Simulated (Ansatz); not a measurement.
The inner images of a band of ClH3Sn + H (6 atoms, charge 0, multiplicity 2) are given out of order.

These are results of UKS PBE/def2-TZVP (Ansatz), not measurements.

Initial state:

```xyz
6
Properties=species:S:1:pos:R:3
Sn 0.002 0.000 -0.273
Cl 0.012 0.000 2.084
H 1.647 0.000 -0.755
H -0.824 1.427 -0.743
H -0.824 -1.427 -0.743
H -0.012 0.000 5.682
```

Final state:

```xyz
6
Properties=species:S:1:pos:R:3
Sn 0.002 0.000 -0.399
Cl 0.010 0.000 3.653
H 1.630 0.000 -0.989
H -0.816 1.412 -0.979
H -0.816 -1.412 -0.979
H -0.006 0.000 4.944
```

Task: Put them in order from the first end to the last, with their energies above the first end.
A.
```xyz
6
Properties=species:S:1:pos:R:3
Sn 0.000 0.000 -0.081
Cl 0.001 0.000 2.853
H 1.652 0.000 -0.571
H -0.826 1.431 -0.569
H -0.826 -1.431 -0.569
H 0.000 0.000 4.189
```
B.
```xyz
6
Properties=species:S:1:pos:R:3
Sn 0.000 0.000 -0.003
Cl 0.001 0.000 2.442
H 1.648 0.000 -0.486
H -0.823 1.427 -0.486
H -0.823 -1.427 -0.486
H -0.001 0.000 4.271
```
C.
```xyz
6
Properties=species:S:1:pos:R:3
Sn 0.001 0.000 -0.275
Cl 0.001 0.000 3.391
H 1.633 0.000 -0.853
H -0.817 1.414 -0.848
H -0.817 -1.414 -0.848
H 0.001 0.000 4.686
```
D.
```xyz
6
Properties=species:S:1:pos:R:3
Sn 0.001 0.000 -0.068
Cl 0.001 0.000 2.294
H 1.650 0.000 -0.531
H -0.825 1.429 -0.530
H -0.825 -1.429 -0.530
H -0.001 0.000 4.617
```
E.
```xyz
6
Properties=species:S:1:pos:R:3
Sn 0.000 0.000 -0.167
Cl 0.001 0.000 3.129
H 1.640 0.000 -0.714
H -0.820 1.421 -0.713
H -0.820 -1.421 -0.713
H 0.001 0.000 4.429
```
F.
```xyz
6
Properties=species:S:1:pos:R:3
Sn 0.001 0.000 -0.135
Cl 0.001 0.000 2.221
H 1.650 0.000 -0.602
H -0.824 1.428 -0.602
H -0.824 -1.428 -0.602
H -0.002 0.000 4.972
```
G.
```xyz
6
Properties=species:S:1:pos:R:3
Sn 0.001 0.000 -0.203
Cl 0.007 0.000 2.153
H 1.648 0.000 -0.679
H -0.824 1.427 -0.673
H -0.824 -1.427 -0.673
H -0.007 0.000 5.327
```

Result: G (+0.003 eV), F (+0.019 eV), D (+0.071 eV), B (+0.157 eV), A (-0.325 eV), E (-0.476 eV), C (-0.524 eV).

The run took 82 s on 4 threads of Arm Neoverse V2, on a shared host, peak memory 0.21 GiB.
